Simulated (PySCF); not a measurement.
A calculated (UHF, PySCF 2.14, cc-pVTZ, no relativity, point nucleus) atom or ion has these occupied shells.

| shell | electrons | orbital energy (eV) | rms radius, mean of both spins (bohr) |
| --- | --- | --- | --- |
| 1s α | 1 | -5020.9 | 0.0812 |
| 1s β | 1 | -5020.9 | 0.0812 |
| 2s α | 1 | -617.66 | 0.353 |
| 2s β | 1 | -617.07 | 0.353 |
| 2p α | 3 | -518.83 | 0.321 |
| 2p β | 3 | -518.23 | 0.321 |
| 3s α | 1 | -111.72 | 1.07 |
| 3s β | 1 | -109.74 | 1.07 |
| 3p α | 3 | -82.199 | 1.15 |
| 3p β | 3 | -79.754 | 1.15 |
| 3d α | 1 | -43.633 | 1.38 |

Name the element and its charge.

Ti³⁺ (titanium, charge +3), in [Ar] 3d1, 2D determinant.
